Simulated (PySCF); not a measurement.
**Broadened absorption spectrum of CH7NO2Si**

Species: CH7NO2Si.
Cartesian coordinates in Å at the PBE0-D3(BJ)/def2-SVP level; atoms count from 1:
```
atom  x, y, z in Å
C1     1.8947   -0.1059   -0.1065
N2     0.5735    0.4483    0.0611
Si3   -0.9111   -0.3874   -0.1035
O4    -1.8291    0.2476   -1.3291
O5    -1.9138   -0.2401    1.2206
H6     2.4188    0.2935   -0.9935
H7     2.5436    0.0702    0.7706
H8     1.8270   -1.1964   -0.2407
H9     0.5500    1.4618    0.0985
H10   -0.5377   -1.8070   -0.3527
H11   -2.7665    0.3199   -1.1250
H12   -1.4990   -0.3722    2.0773
```

Theory: PySCF, TDDFT wB97X-D/def2-SVPD, vertical, gas phase, core orbitals frozen in the response.

Each state is given a Gaussian of 0.3 eV full width at half maximum, with ε(max) = 2.175×10⁸ f / Δν̃ (Δν̃ the width in cm⁻¹). The width is an assumption, not a result. The curve ends short of the highest state used, and states not computed would add to its high-energy end.

```json
{"λ (nm)": "146.4", "ε (L mol⁻¹ cm⁻¹)": "3222"}
{"λ (nm)": "147.6", "ε (L mol⁻¹ cm⁻¹)": "3490"}
{"λ (nm)": "148.8", "ε (L mol⁻¹ cm⁻¹)": "3670"}
{"λ (nm)": "150.1", "ε (L mol⁻¹ cm⁻¹)": "3387"}
{"λ (nm)": "151.3", "ε (L mol⁻¹ cm⁻¹)": "2651"}
{"λ (nm)": "152.5", "ε (L mol⁻¹ cm⁻¹)": "1801"}
{"λ (nm)": "153.7", "ε (L mol⁻¹ cm⁻¹)": "1235"}
{"λ (nm)": "155.0", "ε (L mol⁻¹ cm⁻¹)": "1100"}
{"λ (nm)": "156.2", "ε (L mol⁻¹ cm⁻¹)": "1256"}
{"λ (nm)": "157.4", "ε (L mol⁻¹ cm⁻¹)": "1481"}
{"λ (nm)": "158.7", "ε (L mol⁻¹ cm⁻¹)": "1807"}
{"λ (nm)": "159.9", "ε (L mol⁻¹ cm⁻¹)": "2375"}
{"λ (nm)": "161.1", "ε (L mol⁻¹ cm⁻¹)": "3276"}
{"λ (nm)": "162.4", "ε (L mol⁻¹ cm⁻¹)": "4310"}
{"λ (nm)": "163.6", "ε (L mol⁻¹ cm⁻¹)": "4821"}
{"λ (nm)": "164.8", "ε (L mol⁻¹ cm⁻¹)": "4649"}
{"λ (nm)": "166.1", "ε (L mol⁻¹ cm⁻¹)": "3934"}
{"λ (nm)": "167.3", "ε (L mol⁻¹ cm⁻¹)": "3260"}
{"λ (nm)": "168.5", "ε (L mol⁻¹ cm⁻¹)": "2870"}
{"λ (nm)": "169.8", "ε (L mol⁻¹ cm⁻¹)": "2712"}
{"λ (nm)": "171.0", "ε (L mol⁻¹ cm⁻¹)": "2561"}
{"λ (nm)": "172.2", "ε (L mol⁻¹ cm⁻¹)": "2225"}
{"λ (nm)": "173.5", "ε (L mol⁻¹ cm⁻¹)": "1666"}
{"λ (nm)": "174.7", "ε (L mol⁻¹ cm⁻¹)": "1112"}
{"λ (nm)": "175.9", "ε (L mol⁻¹ cm⁻¹)": "656"}
{"λ (nm)": "177.1", "ε (L mol⁻¹ cm⁻¹)": "363"}
{"λ (nm)": "178.4", "ε (L mol⁻¹ cm⁻¹)": "229"}
{"λ (nm)": "179.6", "ε (L mol⁻¹ cm⁻¹)": "245"}
{"λ (nm)": "180.8", "ε (L mol⁻¹ cm⁻¹)": "366"}
{"λ (nm)": "182.1", "ε (L mol⁻¹ cm⁻¹)": "572"}
{"λ (nm)": "183.3", "ε (L mol⁻¹ cm⁻¹)": "781"}
{"λ (nm)": "184.5", "ε (L mol⁻¹ cm⁻¹)": "946"}
{"λ (nm)": "185.8", "ε (L mol⁻¹ cm⁻¹)": "1019"}
{"λ (nm)": "187.0", "ε (L mol⁻¹ cm⁻¹)": "969"}
{"λ (nm)": "188.2", "ε (L mol⁻¹ cm⁻¹)": "826"}
{"λ (nm)": "189.5", "ε (L mol⁻¹ cm⁻¹)": "616"}
{"λ (nm)": "190.7", "ε (L mol⁻¹ cm⁻¹)": "423"}
{"λ (nm)": "191.9", "ε (L mol⁻¹ cm⁻¹)": "263"}
{"λ (nm)": "193.2", "ε (L mol⁻¹ cm⁻¹)": "141"}
{"λ (nm)": "194.4", "ε (L mol⁻¹ cm⁻¹)": "73"}
{"λ (nm)": "195.6", "ε (L mol⁻¹ cm⁻¹)": "34"}
{"λ (nm)": "196.8", "ε (L mol⁻¹ cm⁻¹)": "15"}
{"λ (nm)": "198.1", "ε (L mol⁻¹ cm⁻¹)": "5"}
{"λ (nm)": "199.3", "ε (L mol⁻¹ cm⁻¹)": "2"}
```

(1) Where are the band maxima, and which computed states make them?

(2) Coming from long wavelengths, where does ε first pass 100 L mol⁻¹ cm⁻¹?

(3) On this curve, what absorbance would a 10⁻³ mol/L sample give at 193 nm over a 1 cm path?

Results:

(1) 186 nm (6.67 eV), ε about 1000, made up of S1 (100%); 164 nm (7.57 eV), ε about 4800, made up of S3 (96%); 149 nm (8.33 eV), ε about 3700, made up of S5 (60%) and S6 (34%) (ε in L mol⁻¹ cm⁻¹; maxima over ε = 5, shares over 10%). The states used: S1 6.67 eV (f 0.011); S2 7.25 eV (f 0.026); S3 7.57 eV (f 0.052); S4 7.88 eV (f 0.013); S5 8.26 eV (f 0.028); S6 8.40 eV (f 0.016); S7 8.58 eV (f 0.017); S8 8.75 eV (f 0.029); S9 8.93 eV (f 0.025); S10 9.07 eV (f 0.056).

(2) At about 194 nm (6.40 eV), 0.27 eV below S1.

(3) 193 nm is 6.424 eV, where ε is about 160 L mol⁻¹ cm⁻¹, so A = ε c l ≈ 0.16 (Beer–Lambert, with the gas-phase spectrum and the assumed width).

The vertical ionisation energy (ΔSCF) is 9.32 eV, 0.25 eV above S10.

One conformer stands for the species.
